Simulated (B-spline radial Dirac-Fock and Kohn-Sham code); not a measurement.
Electron momentum distribution of Pt⁷⁷⁺: Compton profiles

System: platinum as Pt⁷⁷⁺ in the configuration 1s1.

The computed values come from a radial finite-basis atomic code: the impulse approximation on relativistic Hartree-Fock (Dirac-Fock) wave functions, averaged over the configuration. pz is in atomic units of momentum; subshell profiles are per electron, for a selection of subshells; open shells are spread over both j values by their weights.

| pz | J total | J 1s1/2 |
| --- | --- | --- |
| 0 | 0.009331 | 0.00933 |
| 2.5 | 0.009307 | 0.00931 |
| 3 | 0.009297 | 0.00930 |
| 4 | 0.009271 | 0.00927 |
| 5 | 0.009237 | 0.00924 |
| 7 | 0.009148 | 0.00915 |
| 10 | 0.008964 | 0.00896 |
| 15 | 0.008534 | 0.00853 |
| 20 | 0.007979 | 0.00798 |
| 30 | 0.006652 | 0.00665 |
| 40 | 0.005270 | 0.00527 |
| 60 | 0.003014 | 0.00301 |
| 100 | 0.0009101 | 0.000910 |

J(0) = 0.009331. The 1s1/2 subshell gives the largest part, 100 %.

Mean momentum ⟨p⟩ by subshell (a.u.): 1s1/2 84.4.
